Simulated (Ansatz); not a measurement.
Cost and result up the ladder for SiSe₂ (3 atoms). Charge 0, multiplicity 1. Geometry: PBE-D4/def2-TZVP.

```csv
atom,x (Å),y (Å),z (Å)
Si1,-0.308,0.873,-0.893
Se2,-0.248,0.318,1.322
Se3,0.556,-1.191,-0.429
```

Ansatz on 4 threads of Arm Neoverse V1 on a shared host. Times are rough, and most runs start from the orbitals of an earlier one. CAM-B3LYP-D4/def2-TZVP serves as the yardstick here, not as an exact answer. Binding counts from free atoms at the same level (Si triplet, Se triplet; other spins of the atoms weren't run), without zero-point energy or a counterpoise term.

Correlated methods freeze 23 core orbitals; core or outer-core shells of Se are correlated, in sets that lack core-valence functions. Another isomer (singlet) lies 0.54 eV lower at PBE0-D4/def2-TZVP; other spin states weren't run for this one.

Correlated methods converge slowly with the basis.

```csv
level,functions,wall time,binding energy per atom (eV),difference from CAM-B3LYP-D4/def2-TZVP (eV)
PBE-D4/def2-TZVP (with forces),133,1.1 s,2.89,0.33
LDA (SPW92)/def2-TZVP,133,1.1 s,3.37,0.81
CAM-B3LYP-D4/def2-TZVP,133,1.8 s,2.56,0.00
PBE0-D4/def2-TZVP,133,2 s,2.73,0.17
r2SCAN-D4/def2-TZVP,133,2.4 s,2.75,0.19
CCSD(T)/def2-TZVPP,138,6 s,2.55,-0.01
```
